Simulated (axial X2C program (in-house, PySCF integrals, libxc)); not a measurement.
**Worked dissociation energy of WF⁺: PBE0, without spin–orbit coupling**

Calculated with an in-house relativistic program for diatomic molecules. Spin-free means the one-electron spin-free X2C Hamiltonian. Basis: W dyall-cv3z [13s14p9d7f4g], F dyall-av3z [7s6p3d2f] (cores contracted in-house); Gaussian nuclei, density fitting, unrestricted open shells. Masses: W 183.951 u, F 18.998 u.

Molecular state: M_S = 2, Λ = 1 (beyond evenly filled blocks: σα, π+α, δ+α, δ-α).

```
E(W+) (2M_S = 5, M_L = 0) : -16143.186818 hartree
E(F) (2M_S = 1, M_L = 0)  : -99.770025 hartree
E(WF⁺) at Re              : -16243.142604 hartree
ωe                        : 798.5 cm⁻¹
ωexe                      : 3.08 cm⁻¹
```

**Question.** Work out De and D0.

**Answer.** De = -16143.186818 + (-99.770025) − (-16243.142604) = 0.18576 hartree = 5.055 eV. The zero-point energy is ωe/2 − ωexe/4 = 398 cm⁻¹ = 0.049 eV, so D0 = 5.005 eV.

The state is a single determinant with fixed occupations, the lowest that a limited PBE0 search found. Dissociation energies refer to the lowest single-determinant-based atoms at the same level and basis. The functionals have no current-density term, which raises determinants with orbital currents, atoms included.

Each atomic determinant is the lowest at this level and need not be a pure term. Totals compare only within one Hamiltonian and basis.
